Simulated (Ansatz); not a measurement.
`BC(F)[SiH2][SiH3]`, relaxed with RKS PBE0-D4/def2-TZVP in Ansatz from a PBE-D4/def2-SVP geometry. The force threshold is 0.005 eV/Å; the program also tests the step.

The species carries charge 0 and has multiplicity 1.

Start:

```xyz
13

B    -1.732    0.795    0.093
C    -1.265   -0.210   -0.948
F    -2.115   -1.253   -1.307
Si    0.179   -1.002    0.162
Si    1.997    0.468    0.430
H    -1.011    1.754    0.312
H    -2.713    0.591    0.778
H    -0.705    0.153   -1.839
H     0.560   -2.234   -0.612
H    -0.371   -1.441    1.493
H     2.202    1.240   -0.847
H     3.257   -0.297    0.741
H     1.717    1.436    1.546
```

(1) By how much does the energy fall, and how many steps does the optimiser take? (An estimate is asked.)

(2) Which bonds change most? (An estimate is asked.)

(3) Give the relaxed structure. (Estimate.)

Results:

(1) The calculation gave: 1.32 kcal/mol, in 38 steps, 2 of them rejected.

(2) Computed: C2–Si4 from 1.986 to 1.963 Å; B1–H7 from 1.214 to 1.193 Å; B1–H6 from 1.219 to 1.199 Å; Si4–H9 from 1.505 to 1.485 Å.

(3) Ansatz gave: 
```xyz
13

B    -1.912    0.586    0.261
C    -1.201   -0.033   -0.925
F    -1.872   -0.994   -1.663
Si    0.174   -0.902    0.174
Si    2.110    0.403    0.274
H    -1.349    1.483    0.823
H    -2.925    0.128    0.694
H    -0.650    0.621   -1.606
H     0.399   -2.225   -0.460
H    -0.354   -1.130    1.551
H     2.616    0.651   -1.102
H     3.160   -0.296    1.060
H     1.805    1.708    0.919
```
